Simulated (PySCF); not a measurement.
## O²⁺ (oxygen, charge +2) across methods

[He] 2s2 2p1 3s1, high-spin 3P determinant (an excited configuration). All numbers are calculated (PySCF 2.14, the spin-free X2C one-electron Hamiltonian (Gaussian nucleus), in aug-cc-pVDZ-DK (4s3p2d, 23 functions)).

```csv
method,E (hartree),mean ε 2s β (eV),mean ε 2p α (eV),mean ε 3s α (eV),Σ⟨r²⟩ (bohr²),⟨S²⟩
PBE,-71.9919,-67.988,-56.796,-18.648,14.54,2.001
r2SCAN,-72.0229,-68.481,-57.995,-18.700,14.67,2.002
HSE06,-72.0098,-69.846,-59.350,-18.959,14.57,2.001
LDA,-71.4907,-67.682,-56.395,-18.662,14.49,2.000
wB97X,-72.0596,-73.033,-62.118,-21.010,14.64,2.001
PBE0,-72.0033,-70.282,-59.740,-19.351,14.59,2.001
UHF,-71.90237,-75.737,-68.055,-21.058,14.74,2.003
M06,-72.0217,-70.310,-59.538,-19.130,14.79,2.001
BLYP,-72.0693,-67.951,-56.918,-18.487,14.45,2.001
```

The outer electron is Rydberg-like, and this basis confines it to a smaller radius and binds it less than a complete one would.
